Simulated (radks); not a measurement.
Values are calculated unless marked as measured or tabulated.
Q: Radial electron density D(r) = 4 pi r^2 rho(r) of an atom or ion with 47 electrons. Level of theory: Dirac Kohn-Sham, PBE, spin-unpolarised, spherical densities, finite nucleus; Fermi nuclear charge, rms radius of each element as measured or else 0.836 A^(1/3) + 0.57 fm (a radial shooting solver on a logarithmic mesh with Libxc functionals).

r (bohr)   D(r) (e/bohr)
0.0009808          1.643
0.001124           2.085
0.001298           2.676
0.001487           3.379
0.001703           4.254
0.001967           5.410
0.002254           6.764
0.002582           8.419
0.002982           10.56
0.003417           13.00
0.003914           15.91
0.004521           19.53
0.005179           23.51
0.005981           28.31
0.006853           33.35
0.007851           38.79
0.009067           44.81
0.01039            50.50
0.0119             55.86
0.01374            60.77
0.01575            64.27
0.01804            66.34
0.02083            66.75
0.02387            65.51
0.02735            63.12
0.03158            60.19
0.03618            58.15
0.04146            57.95
0.04788            60.60
0.05485            65.88
0.06284            72.89
0.07258            80.06
0.08315            84.11
0.09603            83.50
0.11               78.08
0.126              69.90
0.1456             62.08
0.1668             58.99
0.1911             61.20
0.2207             66.73
0.2528             70.03
0.2896             67.08
0.3345             56.17
0.3832             41.94
0.4391             29.41
0.5071             22.39
0.5809             21.84
0.6656             24.03
0.7686             25.14
0.8806             23.08
1.009              18.50
1.165              12.80
1.335              8.147
1.542              4.669
1.766              2.638
2.024              1.445
2.337             0.7268
2.677             0.3469
3.068             0.1438
3.543            0.04564
4.059            0.01194
4.65            0.002321
5.37           0.0002827

What is the nuclear charge?

A: Z = 51. The innermost maximum, from 1s, lies near gamma/Z bohr with gamma = sqrt(1 - (Z/c)^2) = 0.928, here 0.0182 bohr (found: 0.0200), and its height grows with Z. The density is that of the antimony ion Sb4+ in [Kr] 4d10 5s1; the configuration itself is not fixed sharply by these data, and Z only to a few units. D(r) has 4 maxima, at r = 0.0200, 0.0879, 0.257, 0.756 bohr, and minima at 0.0392, 0.168, 0.549 bohr, inside which lie 2.03, 11.19, 28.98 electrons.
